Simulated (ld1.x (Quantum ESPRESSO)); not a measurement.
lutetium, PAW: configuration errors across variants

- Element: lutetium
- Generator: ld1.x (Quantum ESPRESSO) 7.5
- Type: PAW
- Functional: PBE
- Relativity: scalar-relativistic
- Frozen core: [Kr] 4d10
- Valence charge: 25
- Reference configuration: 4f14 5s2 5p6 5d1 6s2 6p0
- Partial waves: 5s (bound): rcut 1.65, rcutus 2.05 bohr; 6s (bound): rcut 1.65, rcutus 2.05 bohr; 5p (bound): rcut 2.30, rcutus 2.45 bohr; 6p (bound, empty): rcut 2.30, rcutus 2.45 bohr; 5d (bound): rcut 2.05, rcutus 2.65 bohr; 5d channel at 0.2 Ry: rcut 2.05, rcutus 2.65 bohr; 4f (bound): rcut 1.10, rcutus 1.35 bohr; 4f channel at 2.3 Ry: rcut 1.10, rcutus 1.35 bohr
- Local potential: all-electron potential smoothed inside 1.35 bohr (lloc = -1)
- Core correction: Bessel-smoothed model core inside 1.35 bohr
- Augmentation charge: PSQ, inside the norm-conserving radii

All-electron excitation energies from the reference (eV): (1) 4f14 5s2 5p6 5d1 6s1 6p0 7.365; (2) 4f14 5s2 5p6 5d1 6s0 6p0 20.644; (3) 4f14 5s2 5p6 5d0 6s0 6p0 40.601.

The overlap operator is not positive definite (basis up to 400 Ry) in “base”, “local potential all-electron potential smoothed inside 1.15 bohr (lloc = -1)”, “all radii but the core radius scaled by about 1.05 (s 2.14, p 2.56, d 2.78, f 1.42 bohr, rcut 1.72/2.40/2.14/1.16); local potential all-electron potential smoothed inside 1.42 bohr (lloc = -1)”, “wave 5d channel at 0.2 Ry: rcut 2.05, rcutus 2.65 bohr becomes 5d channel at 0.42 Ry: rcut 2.05, rcutus 2.65 bohr”, “waves 5d (bound): rcut 2.05, rcutus 3.48 bohr; 5d channel at 0.2 Ry: rcut 2.05, rcutus 3.48 bohr”, “waves 5s (bound): rcut 1.65, rcutus 2.90 bohr; 6s (bound): rcut 1.65, rcutus 2.90 bohr”, “type ultrasoft; local potential all-electron potential smoothed inside 1.10 bohr (lloc = -1)”, “waves 4f (bound): rcut 1.10, rcutus 1.90 bohr; 4f channel at 2.3 Ry: rcut 1.10, rcutus 1.90 bohr”. Such files are unfit for use, however small their errors in these radial tests.

2 further variants failed, have other tests or another functional or relativity, and are left out.

A true bound ghost makes a file unfit for plane-wave use even where its test errors are small: the radial tests pick states by their node count and pass the ghost by.

Errors AE − PS in meV (a dash: test not solved or not reliable):

| change | (1) | (2) | (3) | bound ghosts |
| --- | --- | --- | --- | --- |
| base | -2.7 | -7.2 | +6.0 | not determined (overlap not positive) |
| local potential all-electron potential smoothed inside 1.15 bohr (lloc = -1) | -2.9 | -7.0 | -2.2 | not determined (overlap not positive) |
| all radii but the core radius scaled by about 1.05 (s 2.14, p 2.56, d 2.78, f 1.42 bohr, rcut 1.72/2.40/2.14/1.16); local potential all-electron potential smoothed inside 1.42 bohr (lloc = -1) | – | – | – | not determined (overlap not positive) |
| wave 5d channel at 0.2 Ry: rcut 2.05, rcutus 2.65 bohr becomes 5d channel at 0.42 Ry: rcut 2.05, rcutus 2.65 bohr | -2.7 | -7.2 | +6.0 | not determined (overlap not positive) |
| waves 5d (bound): rcut 2.05, rcutus 3.48 bohr; 5d channel at 0.2 Ry: rcut 2.05, rcutus 3.48 bohr | -2.6 | -7.3 | +4.7 | d (p not tested, overlap not positive) |
| waves 5s (bound): rcut 1.65, rcutus 2.90 bohr; 6s (bound): rcut 1.65, rcutus 2.90 bohr | – | – | – | not determined (overlap not positive) |
| type ultrasoft; local potential all-electron potential smoothed inside 1.10 bohr (lloc = -1) | -3.0 | -8.7 | -89 | not determined (overlap not positive) |
| waves 4f (bound): rcut 1.10, rcutus 1.90 bohr; 4f channel at 2.3 Ry: rcut 1.10, rcutus 1.90 bohr | -2.6 | -7.2 | +8.3 | not determined (overlap not positive) |

Q: Give the same row for: local potential all-electron potential smoothed inside 2.54 bohr (lloc = -1).

A: -2.4, -7.2, -15; bound ghosts: none.
